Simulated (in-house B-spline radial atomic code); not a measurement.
A fraction x of an electron is removed from 4f in the ytterbium ion Yb³⁺, starting from [Xe] 4f13 and keeping the highest spin. All numbers are computed (scalar-relativistic (X2C) BP86, spin-polarised, spherical fractional occupations; Fermi nucleus of rms radius 5.3108 fm) with a B-spline radial code for spherical atoms, not measured.

```
   x  E(x) - E(0) (eV)  4f down level (eV)
   0            0.0000             -35.668
0.08            2.9157             -37.231
0.14            5.1850             -38.414
0.34           13.2673             -42.425
0.44           17.6117             -44.468
 0.5           20.3169             -45.705
0.54           22.1617             -46.535
0.63           26.4343             -48.416
0.86           38.1302             -53.308
0.92           41.3675             -54.604
```
